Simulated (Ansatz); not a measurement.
Reaction (formal loss of a carbene): `C[SiH2][SiH](O)Cl` → `[CH2]` (triplet) + `O[SiH]([SiH3])Cl`

Program: Ansatz. Geometries: PBE0-D4/def2-TZVP. ΔE: electronic, gas phase. CCSD(T)/CBS adds triple-zeta CCSD(T) − MP2 to the extrapolated MP2 energy (def2 sets, frozen cores). This one scheme is used for every species. Functionals use def2-TZVPP. HSE06 is defined as in plane-wave codes. Triplets are unrestricted, without spin–orbit coupling. Each species was taken in one conformer, which may not be the lowest.

```csv
level,ΔE (kcal/mol),difference from CCSD(T)/CBS
PBE-D4,115.7,1.6
r2SCAN-D4,109.2,-4.9
B97M-V,114.4,0.3
HSE06-D4,113.8,-0.3
B2PLYP,111.5,-2.6
revPBE,107.9,-6.2
BLYP,108.6,-5.5
r2SCAN0,107.6,-6.5
LC-ωPBE,111.4,-2.7
HF/def2-SVP,78.6,-35.5
CCSD/def2-SVP,105.6,-8.5
HF/def2-TZVPP,77.6,-36.5
MP2/def2-TZVPP,114.7,0.6
SCS-MP2/def2-TZVPP,114.2,0.1
CCSD(T)/def2-TZVPP,111.0,-3.1
HF/CBS(def2),77.6,-36.5
CCSD(T)/CBS,114.1,0
```

Largest T1 diagnostic among the species: 0.012.

From r2SCAN to r2SCAN0 (25 % exact exchange), in def2-TZVPP and without D4, ΔE moves by −1.1 kcal/mol. Leaving LDA and LC-ωPBE aside and taking each functional with its dispersion term where it has one, the values, not all of them listed here, spread over 8.1 kcal/mol, from r2SCAN0-D4 to ωB97X-V. LDA lies +16.9 kcal/mol from PBE without D4.
